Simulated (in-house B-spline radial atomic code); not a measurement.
# RPA and G0W0 on LC-wPBE: Se VI (Se5+)

Configuration [Ar] 3d10 4s1, highest spin, mean-field start LC-wPBE. Computed with an all-electron radial atomic-structure program (B-spline basis): all electrons, scalar-relativistic (spin-free one-electron X2C), finite nucleus, each spin shell either full or empty, empty states to l = 9 with an (l + 1/2)⁻⁴ tail; G0W0 by contour deformation at full frequency.

Command:
```bash
python run_gw.py task.json out
```
Settings (radii: box in bohr, nucleus in fm):
```
Z                        34
electrons                29
configuration            [Ar] 3d10 4s1
hamiltonian              x2c
method                   lc_wpbe
lmax                     9
rms_radius               4.14
spin_polarised           True
box_radius               10.43
intervals                67
ion_configuration        [Ar] 3d10
```

Cost of the run: 6.8 s on 1 thread of Intel(R) Xeon(R) Platinum 8259CL CPU @ 2.50GHz (Skylake/Cascade Lake) (shared host).

Energies (hartree):

```csv
term,value
mean-field total,-2423.24083
Hartree-Fock functional on these orbitals,-2421.95639
direct second order,-2.4644
second-order exchange,0.72115
SOSEX correction,0.66991
```

Q: What is the RPA correlation energy, and what remains with SOSEX?

A: RPA gives -2.1687 hartree (-2.03 eV per electron); RPA + SOSEX gives -1.4988, and the second-order doubles -1.7432 hartree (no singles). SOSEX takes back 31 % of the RPA value.

Quasi-particle levels (eV):

```json
{"level": "4s up", "occupied": "yes", "mean field": "-81.01", "Σx - vxc": "-0.12", "Σc": "?", "QP weight": "?", "G0W0": "?"}
{"level": "3d down", "occupied": "yes", "mean field": "-127.23", "Σx - vxc": "-12.60", "Σc": "2.61", "QP weight": "0.955", "G0W0": "-137.22"}
{"level": "3d up", "occupied": "yes", "mean field": "-127.55", "Σx - vxc": "-12.54", "Σc": "2.68", "QP weight": "0.918", "G0W0": "-137.42"}
{"level": "4s down", "occupied": "no", "mean field": "-69.55", "Σx - vxc": "4.28", "Σc": "-2.30", "QP weight": "0.974", "G0W0": "-67.58"}
```

G0W0 = mean field + (Σx - vxc) + Σc, with Σc (partial-wave tail included) taken at the quasi-particle energy. Only the outer levels were computed. Levels of low weight are left out.

Q: Where does G0W0 put 4s up?

A: At -82.81 eV, with Σc = -1.69 eV and a quasi-particle weight of 0.981. The tabulated removal energy is 81.83 ± 0.03 eV (NIST, measured); the calculation leaves out spin-orbit coupling, Breit and QED terms, and what these don't explain is the method's own error.

Q: What does it cost to remove one electron (to [Ar] 3d10) by differences of total energies, each species on its own start (correlation terms add to the Hartree-Fock functional)?

A: LC-wPBE 82.84 eV, Hartree-Fock functional 80.67 eV, + RPA 82.32 eV, + RPA + SOSEX 81.72 eV, + second order 82.13 eV. Tabulated: 81.83 ± 0.03 eV (NIST, measured); the calculation leaves out spin-orbit coupling, Breit and QED terms, and what these don't explain is the method's own error.
